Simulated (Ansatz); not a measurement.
`C=C[SiH](N)Cl` + HCl → `C=C[SiH](Cl)Cl` + NH₃ at 500 K and 1 bar (ligand exchange at the Si–N bond).

Calculated with Ansatz (gas phase, PBE0-D4/def2-TZVP geometries, no zero-point term in ΔE). CBS: MP2 limit from def2 TZ/QZ plus the TZ coupled-cluster correction, frozen cores. This one scheme is used for every species. Each species was taken in one conformer, which may not be the lowest.

| species | CCSD(T)/CBS energy (Eh) | H − E (kJ/mol) | S (J/(mol·K)) |
| --- | --- | --- | --- |
| `C=C[SiH](N)Cl` | -883.34911 | 258.0 | 417.2 |
| HCl | -460.38127 | 32.5 | 201.9 |
| `C=C[SiH](Cl)Cl` | -1287.23514 | 188.4 | 411.5 |
| NH₃ | -56.50880 | 108.2 | 211.8 |

H − E and S are ideal-gas, rigid-rotor, harmonic terms from PBE0-D4/def2-TZVP, for one conformer and one mirror image of each species. 1 Eh = 2625.50 kJ/mol, R = 8.31446 J/(mol·K).

Q: By hand: ΔE, ΔH, ΔS and ΔG.

A: ΔE = (-1287.23514) + (-56.50880) − (-883.34911) − (-460.38127) = -0.01356 Eh = -35.6 kJ/mol. Δ(H − E) = 188.4 + 108.2 − 258.0 − 32.5 = 6.1, so ΔH = -29.5 kJ/mol. ΔS = 411.5 + 211.8 − 417.2 − 201.9 = 4.2 J/(mol·K). ΔG = -29.5 − 500 × (4.2)/1000 = -31.6 kJ/mol.

Q: By hand: the equilibrium constant, and the temperature at which ΔG would vanish if ΔH and ΔS stayed fixed.

A: log₁₀ K = −ΔG/(RT ln 10) = 3.3. ΔH and −TΔS have one sign here, so there is no such temperature.

The number of gas molecules stays the same, so ΔS is small and ΔH decides. A doubt of 5 kJ/mol in ΔE shifts log₁₀ K by 0.5 here. Other conformers and mirror images would add mixing entropy, several J/(mol·K) or more a flexible species. These are equilibria of isolated gas molecules and say nothing of rates. Largest T1 diagnostic: 0.010 (customary marks: 0.02 for closed shells, 0.045 for open ones).

ΔS is within the doubt of such terms, so its sign, and with it that verdict, could turn.
